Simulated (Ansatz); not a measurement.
Born–Oppenheimer molecular dynamics of C₃H₈S₂Si (14 atoms, charge 0, multiplicity 1). It starts from a relaxed structure.

Theory: UKS PBE0/STO-3G (Ansatz 0.2.0).

| Item | Value |
| --- | --- |
| ensemble | NVT, Nosé–Hoover chain |
| time step | 1 fs |
| steps asked | 82 |
| set temperature | 50 K |
| thermostat | time constant 300 fs, chain length 3 |
| seed | 822666 |

Frames 2 fs apart, positions in Å, forces in eV/Å.

Velocities at 20.0 fs (Å/ps):

```
C -1.06 -1.45 1.96
Si 0.47 -0.46 -0.10
C -0.83 1.29 -0.11
S -0.03 0.56 0.24
C -1.99 -1.18 -0.33
S 1.04 0.07 -1.65
H -3.15 0.94 7.49
H -2.23 3.48 5.09
H -0.99 -11.42 0.94
H -3.44 0.73 1.31
H -2.08 4.06 1.51
H 2.77 6.75 -1.74
H 3.31 2.86 5.00
H 7.01 1.43 9.94
```

```xyz
14
Properties=species:S:1:pos:R:3:forces:R:3 time_fs=20.0 energy_less_start_eV=0.034 T=29
C -1.149 0.730 0.723 -0.02 0.80 0.03
Si 0.360 -0.029 1.536 -0.15 -0.48 -0.05
C 1.356 -0.698 0.085 -0.04 -0.02 -0.18
S 0.277 -1.492 -1.165 0.05 0.26 0.28
C -0.474 0.008 -1.899 0.48 0.03 -0.03
S -0.728 1.507 -0.885 -0.16 -0.45 0.15
H -1.576 1.556 1.321 0.15 -0.36 -0.01
H -1.934 -0.023 0.621 -0.25 -0.09 -0.21
H 1.087 0.938 2.297 0.27 0.37 0.10
H -0.015 -1.089 2.453 0.01 0.03 -0.20
H 1.935 0.110 -0.387 -0.02 -0.07 0.04
H 2.075 -1.461 0.396 0.08 -0.07 0.11
H -1.416 -0.339 -2.342 -0.26 0.01 -0.06
H 0.160 0.341 -2.741 -0.14 0.05 0.03
14
Properties=species:S:1:pos:R:3:forces:R:3 time_fs=22.0 energy_less_start_eV=0.047 T=21
C -1.151 0.728 0.727 -0.04 0.93 -0.02
Si 0.361 -0.030 1.535 -0.30 -0.58 -0.08
C 1.354 -0.696 0.084 0.01 0.01 -0.18
S 0.277 -1.491 -1.165 0.04 0.17 0.29
C -0.477 0.005 -1.900 0.75 0.17 0.35
S -0.726 1.506 -0.888 -0.25 -0.49 0.41
H -1.579 1.550 1.334 0.21 -0.36 -0.12
H -1.943 -0.018 0.626 -0.18 -0.11 -0.23
H 1.091 0.923 2.301 0.32 0.49 0.16
H -0.022 -1.087 2.452 0.02 -0.01 -0.19
H 1.931 0.116 -0.384 -0.03 -0.05 0.01
H 2.082 -1.449 0.395 0.06 -0.13 0.10
H -1.416 -0.334 -2.335 -0.47 -0.10 -0.27
H 0.171 0.345 -2.722 -0.15 0.04 -0.22
14
Properties=species:S:1:pos:R:3:forces:R:3 time_fs=24.0 energy_less_start_eV=0.040 T=25
C -1.154 0.730 0.731 -0.09 0.27 -0.43
Si 0.361 -0.032 1.535 -0.12 -0.19 0.06
C 1.352 -0.693 0.083 0.17 -0.16 -0.04
S 0.277 -1.490 -1.164 0.03 0.07 0.27
C -0.478 0.004 -1.899 0.26 0.09 0.27
S -0.724 1.506 -0.891 -0.31 -0.45 0.62
H -1.574 1.532 1.344 0.01 0.12 0.10
H -1.959 -0.017 0.624 0.18 0.12 -0.17
H 1.106 0.926 2.311 0.07 0.19 -0.08
H -0.028 -1.085 2.444 0.00 -0.12 -0.08
H 1.925 0.121 -0.380 0.01 0.03 -0.06
H 2.091 -1.442 0.397 -0.10 -0.02 0.02
H -1.433 -0.332 -2.337 0.06 0.03 -0.11
H 0.177 0.350 -2.711 -0.16 0.01 -0.35
14
Properties=species:S:1:pos:R:3:forces:R:3 time_fs=26.0 energy_less_start_eV=0.052 T=18
C -1.156 0.732 0.733 0.01 -0.14 -0.69
Si 0.362 -0.035 1.535 0.09 0.25 0.20
C 1.351 -0.691 0.082 0.27 -0.21 0.05
S 0.277 -1.488 -1.162 0.02 -0.01 0.22
C -0.478 0.002 -1.898 -0.15 0.06 -0.08
S -0.723 1.504 -0.893 -0.33 -0.34 0.77
H -1.569 1.518 1.358 -0.14 0.45 0.21
H -1.968 -0.012 0.614 0.33 0.19 -0.09
H 1.124 0.936 2.318 -0.24 -0.18 -0.34
H -0.033 -1.088 2.433 0.00 -0.20 0.03
H 1.919 0.127 -0.378 0.03 0.04 -0.09
H 2.097 -1.436 0.400 -0.19 0.04 -0.05
H -1.447 -0.329 -2.343 0.53 0.12 0.11
H 0.176 0.356 -2.713 -0.23 -0.07 -0.25
14
Properties=species:S:1:pos:R:3:forces:R:3 time_fs=28.0 energy_less_start_eV=0.045 T=22
C -1.159 0.734 0.734 0.20 0.29 -0.41
Si 0.362 -0.037 1.535 0.07 0.33 0.19
C 1.351 -0.689 0.081 0.22 0.00 0.02
S 0.277 -1.486 -1.161 0.00 -0.08 0.15
C -0.478 0.001 -1.897 0.05 0.22 -0.25
S -0.722 1.503 -0.894 -0.32 -0.20 0.82
H -1.568 1.520 1.378 -0.02 0.17 -0.12
H -1.965 -0.001 0.601 0.09 -0.05 -0.04
H 1.134 0.941 2.312 -0.34 -0.29 -0.37
H -0.039 -1.098 2.422 0.03 -0.15 0.05
H 1.915 0.134 -0.380 0.00 -0.04 -0.05
H 2.095 -1.429 0.402 -0.07 -0.07 -0.04
H -1.442 -0.322 -2.346 0.34 0.00 0.11
H 0.166 0.359 -2.724 -0.25 -0.14 -0.05
14
Properties=species:S:1:pos:R:3:forces:R:3 time_fs=30.0 energy_less_start_eV=0.041 T=25
C -1.161 0.737 0.733 0.38 0.74 -0.05
Si 0.362 -0.038 1.535 -0.24 0.00 -0.03
C 1.351 -0.688 0.080 0.09 0.20 -0.04
S 0.277 -1.485 -1.159 -0.01 -0.11 0.08
C -0.478 0.001 -1.896 0.48 0.37 -0.11
S -0.721 1.501 -0.894 -0.27 -0.05 0.77
H -1.568 1.528 1.394 0.12 -0.19 -0.48
H -1.960 0.009 0.587 -0.19 -0.27 0.02
H 1.131 0.934 2.293 -0.16 -0.08 -0.12
H -0.044 -1.114 2.413 0.10 0.01 -0.01
H 1.910 0.140 -0.383 0.00 -0.11 -0.01
H 2.091 -1.424 0.402 0.08 -0.18 -0.01
H -1.426 -0.315 -2.345 -0.29 -0.24 -0.05
H 0.148 0.357 -2.737 -0.08 -0.10 0.03
14
Properties=species:S:1:pos:R:3:forces:R:3 time_fs=32.0 energy_less_start_eV=0.042 T=23
C -1.161 0.742 0.732 0.38 0.34 -0.13
Si 0.362 -0.040 1.535 -0.61 -0.43 -0.36
C 1.352 -0.686 0.079 0.06 0.10 0.02
S 0.277 -1.484 -1.157 -0.01 -0.12 0.01
C -0.477 0.001 -1.897 0.36 0.26 -0.01
S -0.721 1.499 -0.893 -0.21 0.10 0.64
H -1.564 1.530 1.392 0.02 -0.09 -0.41
H -1.960 0.010 0.573 -0.07 -0.12 0.13
H 1.122 0.925 2.270 0.13 0.27 0.24
H -0.044 -1.129 2.404 0.14 0.14 -0.05
H 1.905 0.141 -0.387 0.06 -0.07 -0.01
H 2.090 -1.426 0.401 0.07 -0.11 -0.04
H -1.419 -0.316 -2.345 -0.49 -0.29 -0.01
H 0.126 0.351 -2.749 0.17 0.01 -0.02
14
Properties=species:S:1:pos:R:3:forces:R:3 time_fs=34.0 energy_less_start_eV=0.043 T=23
C -1.161 0.748 0.730 0.32 -0.53 -0.49
Si 0.362 -0.042 1.535 -0.71 -0.46 -0.56
C 1.353 -0.683 0.078 0.13 -0.16 0.12
S 0.277 -1.483 -1.155 -0.01 -0.11 -0.04
C -0.474 0.003 -1.897 -0.32 -0.06 -0.23
S -0.721 1.497 -0.891 -0.13 0.24 0.46
H -1.559 1.530 1.376 -0.21 0.31 -0.02
H -1.963 0.006 0.564 0.19 0.17 0.24
H 1.118 0.926 2.255 0.23 0.38 0.39
H -0.040 -1.140 2.393 0.13 0.15 0.01
H 1.903 0.140 -0.392 0.14 0.01 -0.03
H 2.091 -1.431 0.399 -0.05 0.07 -0.09
H -1.430 -0.329 -2.345 -0.01 -0.08 0.26
H 0.111 0.346 -2.763 0.29 0.07 -0.02
14
Properties=species:S:1:pos:R:3:forces:R:3 time_fs=36.0 energy_less_start_eV=0.037 T=27
C -1.159 0.753 0.727 0.32 -0.73 -0.45
Si 0.360 -0.045 1.534 -0.40 0.05 -0.48
C 1.354 -0.681 0.077 0.17 -0.21 0.08
S 0.278 -1.482 -1.153 0.01 -0.09 -0.08
C -0.473 0.004 -1.898 -0.66 -0.27 -0.47
S -0.721 1.496 -0.889 -0.05 0.32 0.23
H -1.562 1.540 1.358 -0.21 0.35 0.12
H -1.959 0.009 0.564 0.15 0.18 0.23
H 1.122 0.940 2.255 0.03 0.08 0.22
H -0.031 -1.145 2.383 0.06 0.04 0.12
H 1.906 0.139 -0.397 0.12 0.00 0.01
H 2.091 -1.435 0.394 -0.07 0.12 -0.06
H -1.441 -0.344 -2.336 0.38 0.13 0.37
H 0.106 0.344 -2.776 0.17 0.03 0.15
14
Properties=species:S:1:pos:R:3:forces:R:3 time_fs=38.0 energy_less_start_eV=0.029 T=32
C -1.156 0.755 0.723 0.27 -0.12 0.06
Si 0.358 -0.047 1.532 0.01 0.63 -0.25
C 1.356 -0.680 0.076 0.12 -0.03 -0.07
S 0.278 -1.481 -1.152 0.03 -0.06 -0.10
C -0.473 0.005 -1.900 -0.33 -0.24 -0.31
S -0.722 1.494 -0.887 0.02 0.36 -0.02
H -1.572 1.563 1.344 0.07 -0.12 -0.11
H -1.951 0.017 0.572 -0.17 -0.09 0.11
H 1.126 0.957 2.262 -0.25 -0.32 -0.05
H -0.019 -1.148 2.378 -0.02 -0.06 0.20
H 1.913 0.138 -0.402 0.04 -0.06 0.08
H 2.088 -1.434 0.386 0.06 0.00 0.04
H -1.439 -0.355 -2.313 0.15 0.13 0.14
H 0.107 0.342 -2.783 0.00 -0.02 0.27
14
Properties=species:S:1:pos:R:3:forces:R:3 time_fs=40.0 energy_less_start_eV=0.039 T=26
C -1.153 0.757 0.718 0.08 0.20 0.40
Si 0.356 -0.049 1.530 0.21 0.80 -0.05
C 1.358 -0.679 0.076 0.08 0.05 -0.14
S 0.278 -1.480 -1.150 0.05 -0.04 -0.11
C -0.475 0.004 -1.903 0.19 -0.11 0.24
S -0.722 1.494 -0.884 0.08 0.35 -0.27
H -1.580 1.581 1.326 0.28 -0.41 -0.18
H -1.948 0.022 0.585 -0.30 -0.20 0.01
H 1.122 0.962 2.269 -0.33 -0.46 -0.15
H -0.009 -1.154 2.380 -0.05 -0.02 0.15
H 1.922 0.135 -0.403 -0.02 -0.05 0.09
H 2.088 -1.433 0.380 0.13 -0.10 0.12
H -1.433 -0.361 -2.285 -0.36 0.01 -0.24
H 0.109 0.340 -2.781 -0.04 -0.01 0.13
14
Properties=species:S:1:pos:R:3:forces:R:3 time_fs=42.0 energy_less_start_eV=0.038 T=26
C -1.149 0.760 0.715 -0.22 -0.33 0.28
Si 0.354 -0.050 1.528 0.12 0.47 -0.02
C 1.361 -0.678 0.075 0.14 -0.13 -0.04
S 0.278 -1.479 -1.149 0.08 -0.03 -0.13
C -0.476 0.004 -1.906 0.11 -0.17 0.69
S -0.722 1.493 -0.882 0.12 0.32 -0.48
H -1.578 1.585 1.302 0.20 -0.16 0.13
H -1.955 0.021 0.598 -0.02 0.04 -0.04
H 1.105 0.951 2.270 -0.14 -0.23 -0.02
H 0.000 -1.160 2.387 -0.05 0.11 0.01
H 1.931 0.130 -0.402 0.00 0.05 0.03
H 2.092 -1.435 0.378 0.02 -0.02 0.11
H -1.439 -0.367 -2.266 -0.37 0.04 -0.38
H 0.109 0.337 -2.774 0.01 0.05 -0.15
```

Of the whole run (82 fs, mean temperature of the second half 25 K): The conserved energy stayed within 0.11 meV per atom of its start (net change 0.11 meV per atom), so the integration is sound. The mean temperature of the second half is 50 % below the set value. A run of 0.082 ps of so small a system gives no equilibrium averages. Limits of this set-up: minimal basis.

Run time: 8.5 min on 1 thread of Arm Neoverse V1 (shared host), peak memory 0.2 GiB.
